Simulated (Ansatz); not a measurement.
Compare A (`C[SiH2]S[SiH2]Cl`) with its isomer B (`C[SiH](S)[SiH2]Cl`).

Program: Ansatz. Geometries: PBE0-D4/def2-TZVP. ΔE: electronic, gas phase. CCSD(T)/CBS is the MP2 limit (def2-TZVPP, def2-QZVPP) plus CCSD(T) − MP2 in def2-TZVPP, frozen cores. Functionals use def2-TZVPP. Each species was taken in one conformer, which may not be the lowest.

(1) Which isomer does CCSD(T)/CBS put lower? Give the gap. (Estimate.)

(2) Give E(B) − E(A) in kJ/mol with r2SCAN-D4, CCSD(T)/def2-TZVPP, ωB97M-V, HF/def2-TZVPP, B2PLYP, MP2/def2-TZVPP, CCSD/def2-TZVPP. (Best estimate.)

Largest T1 diagnostic: 0.011.

Results:

(1) Computed: A, by 63.9 kJ/mol.

(2) Ansatz gave: r2SCAN-D4 61.4, CCSD(T)/def2-TZVPP 62.1, ωB97M-V 66.4, HF/def2-TZVPP 69.4, B2PLYP 63.8, MP2/def2-TZVPP 71.1, CCSD/def2-TZVPP 62.3. None reverses the order clearly.

From PBE to PBE0 (25 % exact exchange), in def2-TZVPP and without D4, E(B) − E(A) moves by +4.8 kJ/mol.
